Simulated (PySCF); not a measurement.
F₂GeH₄OSi, SMILES O[Si](F)(F)[GeH3]. Atoms are numbered in the order given.

```xyz
9

O     -1.5409    -1.4424     0.0000
Si     0.0012    -0.8809     0.0000
F      0.8028    -1.4665    -1.2818
F      0.8028    -1.4665     1.2818
Ge    -0.0124     1.4607     0.0000
H     -1.7009    -2.3930     0.0000
H     -0.7368     1.9682     1.2524
H      1.4295     1.9829     0.0000
H     -0.7368     1.9682    -1.2524
```
Charge 0, spin multiplicity 1.

Geometry optimised at ωB97X-D3(BJ)/def2-SVP. The structure was generated by enumeration, and PubChem lists no compound with its InChIKey, so it may never have been made. Other conformers were not sampled.

Method: PBE/def2-TZVP run with PySCF.

The molecule is in vacuum.

Computed frontier levels, gap, dipole moment and polarisability:
```json
{
 "highest_occupied_level": "-7.80 eV",
 "lowest_empty_level": "-0.79 eV",
 "orbital_gap": "7.01 eV",
 "dipole_moment": "1.04 D",
 "quadrupole, principal values (traceless, Buckingham form, about the centre of nuclear charge)": "-6.01, -4.60, 10.61 D·Å",
 "mean_static_polarisability": "60.0 bohr³ (8.89 Å³)",
 "polarisability_principal_values": "53.8, 56.0, 70.2 bohr³"
}
```
